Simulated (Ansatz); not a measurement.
Ansatz (a first-principles code) job for 1-hydroxysiletane (C3H8OSi), SMILES C1[SiH](CC1)O, B3LYP-D3(BJ)/def2-SVP. 

Ansatz 0.2 input:
```yaml
crystal:
  periodic: [false, false, false]
  atoms:
    - {symbol: O, position_ang: [1.77794935, 0.89010443, -0.32166759]}
    - {symbol: Si, position_ang: [0.56240187, 0.17234402, 0.48780058]}
    - {symbol: C, position_ang: [-1.14362656, 0.80617169, -0.06171771]}
    - {symbol: C, position_ang: [-1.61560351, -0.63854896, -0.32694346]}
    - {symbol: C, position_ang: [-0.26483126, -1.38069065, -0.25563669]}
    - {symbol: H, position_ang: [2.67654878, 0.57664072, -0.26547024]}
    - {symbol: H, position_ang: [0.86182503, 0.10524052, 1.91823889]}
    - {symbol: H, position_ang: [-1.75532010, 1.34142066, 0.65936121]}
    - {symbol: H, position_ang: [-1.11791572, 1.40015750, -0.97250345]}
    - {symbol: H, position_ang: [-2.28226765, -0.97632936, 0.46546699]}
    - {symbol: H, position_ang: [-2.13141518, -0.76078877, -1.27862783]}
    - {symbol: H, position_ang: [0.09746781, -1.64642427, -1.24738936]}
    - {symbol: H, position_ang: [-0.30177601, -2.29516124, 0.33084377]}
basis:
  gaussian:
    orbitals: def2-SVP
hamiltonian:
  xc: b3lyp
  dispersion: d3bj
relax: {f_tol: 0.002, max_steps: 200}
```

Log of the run:

```
[...]
integrals: 0.08 GiB planned
1246 factors; integrals over basis functions are off by at most 4.6e-4 eV
mean field: 0.50 GiB planned
mean field -13161.04151234 eV, -483.6593547042 hartree, gradient 1.3e-5 eV, S^2 0.000000; 0 other end points of the search recorded, 0 dependent functions left out
the calculation of the forces begins
reference -13161.04175996 eV, -483.6593638039 hartree; 24, 24 occupied and 90, 90 virtual orbitals, 1246 factors
relax step   8: F+E_penalty+E_count = -13161.53175883 eV  Δ(F+E_penalty+E_count) = +4.475e-3 eV  max|allowed force component| = 2.518e-1 eV/Å  Δτ_max = 0.0916 Å  (26 SCF iters, rejected (line search))
these checks for a lower state are left out or cut short: starts, cluster_reference, orbital_swaps, neighbouring_geometries, increment
integrals: 0.08 GiB planned
1246 factors; integrals over basis functions are off by at most 4.5e-4 eV
mean field: 0.50 GiB planned
mean field -13161.05033400 eV, -483.6596788942 hartree, gradient 3.7e-5 eV, S^2 0.000000; 0 other end points of the search recorded, 0 dependent functions left out
the calculation of the forces begins
reference -13161.05058205 eV, -483.6596880099 hartree; 24, 24 occupied and 90, 90 virtual orbitals, 1246 factors
relax step   9: F+E_penalty+E_count = -13161.54120410 eV  Δ(F+E_penalty+E_count) = -4.970e-3 eV  max|allowed force component| = 5.568e-2 eV/Å  Δτ_max = 0.0447 Å  (24 SCF iters, accepted)
these checks for a lower state are left out or cut short: starts, cluster_reference, orbital_swaps, neighbouring_geometries, increment
integrals: 0.08 GiB planned
1246 factors; integrals over basis functions are off by at most 4.5e-4 eV
mean field: 0.50 GiB planned
mean field evaluation 64: about -13161.0518 eV, gradient 4.6e-5 eV
mean field -13161.05183049 eV, -483.6597338890 hartree, gradient 4.6e-5 eV, S^2 0.000000; 0 other end points of the search recorded, 0 dependent functions left out
the calculation of the forces begins
reference -13161.05207775 eV, -483.6597429758 hartree; 24, 24 occupied and 90, 90 virtual orbitals, 1246 factors
relax step  10: F+E_penalty+E_count = -13161.54353870 eV  Δ(F+E_penalty+E_count) = -2.335e-3 eV  max|allowed force component| = 5.593e-2 eV/Å  Δτ_max = 0.0726 Å  (24 SCF iters, accepted)
these checks for a lower state are left out or cut short: starts, cluster_reference, orbital_swaps, neighbouring_geometries, increment
integrals: 0.08 GiB planned
1246 factors; integrals over basis functions are off by at most 4.6e-4 eV
mean field: 0.50 GiB planned
mean field -13161.05277001 eV, -483.6597684158 hartree, gradient 4.5e-5 eV, S^2 0.000000; 0 other end points of the search recorded, 0 dependent functions left out
the calculation of the forces begins
reference -13161.05301705 eV, -483.6597774945 hartree; 24, 24 occupied and 90, 90 virtual orbitals, 1246 factors
relax step  11: F+E_penalty+E_count = -13161.54450672 eV  Δ(F+E_penalty+E_count) = -9.680e-4 eV  max|allowed force component| = 1.329e-1 eV/Å  Δτ_max = 0.0756 Å  (24 SCF iters, accepted)
these checks for a lower state are left out or cut short: starts, cluster_reference, orbital_swaps, neighbouring_geometries, increment
integrals: 0.08 GiB planned
1246 factors; integrals over basis functions are off by at most 4.6e-4 eV
mean field: 0.50 GiB planned
mean field -13161.05353446 eV, -483.6597965090 hartree, gradient 4.0e-5 eV, S^2 0.000000; 0 other end points of the search recorded, 0 dependent functions left out
the calculation of the forces begins
reference -13161.05378162 eV, -483.6598055917 hartree; 24, 24 occupied and 90, 90 virtual orbitals, 1246 factors
relax step  12: F+E_penalty+E_count = -13161.54520697 eV  Δ(F+E_penalty+E_count) = -7.002e-4 eV  max|allowed force component| = 2.538e-2 eV/Å  Δτ_max = 0.0252 Å  (24 SCF iters, accepted)
these checks for a lower state are left out or cut short: starts, cluster_reference, orbital_swaps, neighbouring_geometries, increment
integrals: 0.08 GiB planned
1246 factors; integrals over basis functions are off by at most 4.6e-4 eV
mean field: 0.50 GiB planned
mean field -13161.05349635 eV, -483.6597951083 hartree, gradient 9.0e-6 eV, S^2 0.000000; 0 other end points of the search recorded, 0 dependent functions left out
the calculation of the forces begins
reference -13161.05374344 eV, -483.6598041888 hartree; 24, 24 occupied and 90, 90 virtual orbitals, 1246 factors
relax step  13: F+E_penalty+E_count = -13161.54528466 eV  Δ(F+E_penalty+E_count) = -7.769e-5 eV  max|allowed force component| = 2.300e-2 eV/Å  Δτ_max = 0.0061 Å  (23 SCF iters, accepted)
these checks for a lower state are left out or cut short: starts, cluster_reference, orbital_swaps, neighbouring_geometries, increment
integrals: 0.08 GiB planned
1246 factors; integrals over basis functions are off by at most 4.6e-4 eV
mean field: 0.50 GiB planned
mean field -13161.05363357 eV, -483.6598001511 hartree, gradient 4.0e-5 eV, S^2 0.000000; 0 other end points of the search recorded, 0 dependent functions left out
the calculation of the forces begins
reference -13161.05388069 eV, -483.6598092326 hartree; 24, 24 occupied and 90, 90 virtual orbitals, 1246 factors
relax step  14: F+E_penalty+E_count = -13161.54540282 eV  Δ(F+E_penalty+E_count) = -1.182e-4 eV  max|allowed force component| = 1.010e-2 eV/Å  Δτ_max = 0.0261 Å  (24 SCF iters, accepted)
these checks for a lower state are left out or cut short: starts, cluster_reference, orbital_swaps, neighbouring_geometries, increment
integrals: 0.08 GiB planned
1246 factors; integrals over basis functions are off by at most 4.6e-4 eV
mean field: 0.50 GiB planned
mean field -13161.05372936 eV, -483.6598036713 hartree, gradient 3.9e-5 eV, S^2 0.000000; 0 other end points of the search recorded, 0 dependent functions left out
the calculation of the forces begins
reference -13161.05397641 eV, -483.6598127503 hartree; 24, 24 occupied and 90, 90 virtual orbitals, 1246 factors
relax step  15: F+E_penalty+E_count = -13161.54543311 eV  Δ(F+E_penalty+E_count) = -3.029e-5 eV  max|allowed force component| = 1.164e-2 eV/Å  Δτ_max = 0.0136 Å  (25 SCF iters, accepted)
these checks for a lower state are left out or cut short: starts, cluster_reference, orbital_swaps, neighbouring_geometries, increment
integrals: 0.08 GiB planned
1246 factors; integrals over basis functions are off by at most 4.6e-4 eV
mean field: 0.50 GiB planned
mean field evaluation 96: about -13161.0537 eV, gradient 9.3e-6 eV
mean field -13161.05370342 eV, -483.6598027181 hartree, gradient 9.3e-6 eV, S^2 0.000000; 0 other end points of the search recorded, 0 dependent functions left out
the calculation of the forces begins
reference -13161.05395045 eV, -483.6598117964 hartree; 24, 24 occupied and 90, 90 virtual orbitals, 1246 factors
relax step  16: F+E_penalty+E_count = -13161.54544386 eV  Δ(F+E_penalty+E_count) = -1.076e-5 eV  max|allowed force component| = 2.143e-2 eV/Å  Δτ_max = 0.0093 Å  (23 SCF iters, accepted)
these checks for a lower state are left out or cut short: starts, cluster_reference, orbital_swaps, neighbouring_geometries, increment
integrals: 0.08 GiB planned
1246 factors; integrals over basis functions are off by at most 4.6e-4 eV
mean field: 0.50 GiB planned
mean field -13161.05368843 eV, -483.6598021671 hartree, gradient 2.0e-5 eV, S^2 0.000000; 0 other end points of the search recorded, 0 dependent functions left out
the calculation of the forces begins
reference -13161.05393542 eV, -483.6598112441 hartree; 24, 24 occupied and 90, 90 virtual orbitals, 1246 factors
relax step  17: F+E_penalty+E_count = -13161.54545219 eV  Δ(F+E_penalty+E_count) = -8.331e-6 eV  max|allowed force component| = 4.446e-3 eV/Å  Δτ_max = 0.0028 Å  (21 SCF iters, accepted)
these checks for a lower state are left out or cut short: starts, cluster_reference, orbital_swaps, neighbouring_geometries, increment
integrals: 0.08 GiB planned
1246 factors; integrals over basis functions are off by at most 4.6e-4 eV
mean field: 0.50 GiB planned
mean field -13161.05371877 eV, -483.6598032822 hartree, gradient 3.9e-5 eV, S^2 0.000000; 0 other end points of the search recorded, 0 dependent functions left out
the calculation of the forces begins
reference -13161.05396576 eV, -483.6598123590 hartree; 24, 24 occupied and 90, 90 virtual orbitals, 1246 factors
relax step  18: F+E_penalty+E_count = -13161.54545509 eV  Δ(F+E_penalty+E_count) = -2.900e-6 eV  max|allowed force component| = 1.696e-3 eV/Å  Δτ_max = 0.0022 Å  (18 SCF iters, accepted)
these checks for a lower state are left out or cut short: starts, cluster_reference, orbital_swaps, neighbouring_geometries, increment
integrals: 0.08 GiB planned
1246 factors; integrals over basis functions are off by at most 4.6e-4 eV
mean field: 0.50 GiB planned
mean field -13161.05371577 eV, -483.6598031719 hartree, gradient 6.9e-5 eV, S^2 0.000000; 0 other end points of the search recorded, 0 dependent functions left out
the calculation of the forces begins
reference -13161.05396275 eV, -483.6598122484 hartree; 24, 24 occupied and 90, 90 virtual orbitals, 1246 factors
relax step  19: F+E_penalty+E_count = -13161.54545578 eV  Δ(F+E_penalty+E_count) = -6.825e-7 eV  max|allowed force component| = 9.245e-4 eV/Å  Δτ_max = 0.0021 Å  (19 SCF iters, accepted)
these checks for a lower state are left out or cut short: starts, cluster_reference, orbital_swaps, neighbouring_geometries, increment
integrals: 0.08 GiB planned
1246 factors; integrals over basis functions are off by at most 4.6e-4 eV
mean field: 0.50 GiB planned
mean field -13161.05371431 eV, -483.6598031182 hartree, gradient 1.7e-5 eV, S^2 0.000000; 0 other end points of the search recorded, 0 dependent functions left out
the calculation of the forces begins
reference -13161.05396128 eV, -483.6598121942 hartree; 24, 24 occupied and 90, 90 virtual orbitals, 1246 factors
relax step  20: F+E_penalty+E_count = -13161.54545610 eV  Δ(F+E_penalty+E_count) = -3.206e-7 eV  max|allowed force component| = 1.331e-3 eV/Å  Δτ_max = 0.0030 Å  (21 SCF iters, accepted)
integrals: 0.08 GiB planned
1246 factors; integrals over basis functions are off by at most 4.6e-4 eV
mean field: 0.50 GiB planned
mean field evaluation 128: about -13161.0537 eV, gradient 2.4e-3 eV
mean field -13161.05371431 eV, -483.6598031182 hartree, gradient 1.7e-5 eV, S^2 0.000000; 1 other end points of the search recorded, 0 dependent functions left out
the calculation of the forces begins
reference -13161.05396128 eV, -483.6598121942 hartree; 24, 24 occupied and 90, 90 virtual orbitals, 1246 factors
Total energy: -13161.54570307 eV, -483.6778833716 hartree
Atom 0 at     1.905738     0.763773    -0.337752 Å, force     0.001259     0.000098     0.000606 eV/Å
Atom 1 at     0.536807     0.124094     0.375875 Å, force     0.000274    -0.000328     0.000370 eV/Å
Atom 2 at    -1.134581     0.829633    -0.144229 Å, force    -0.000926     0.000794    -0.000106 eV/Å
Atom 3 at    -1.636433    -0.650692    -0.201443 Å, force     0.000770     0.000233    -0.000214 eV/Å
Atom 4 at    -0.280461    -1.411838    -0.368308 Å, force     0.000023    -0.000797    -0.000003 eV/Å
Atom 5 at     2.708485     0.809783     0.192645 Å, force    -0.001331    -0.000134    -0.000713 eV/Å
Atom 6 at     0.753432     0.041851     1.855238 Å, force     0.000031     0.000166    -0.000056 eV/Å
Atom 7 at    -1.707677     1.519721     0.491646 Å, force    -0.000071     0.000068    -0.000071 eV/Å
Atom 8 at    -1.069248     1.262012    -1.156784 Å, force     0.000081     0.000030     0.000160 eV/Å
Atom 9 at    -2.110222    -0.926556     0.754875 Å, force     0.000058    -0.000098     0.000025 eV/Å
Atom 10 at    -2.373144    -0.851780    -0.996378 Å, force    -0.000072     0.000028     0.000048 eV/Å
Atom 11 at    -0.015279    -1.511535    -1.434269 Å, force    -0.000152    -0.000037     0.000088 eV/Å
Atom 12 at    -0.213981    -2.404329     0.100639 Å, force     0.000057    -0.000023    -0.000136 eV/Å
Dipole moment:     0.123646    -0.039486     0.167652 e Å
```

Self-consistency was reached.
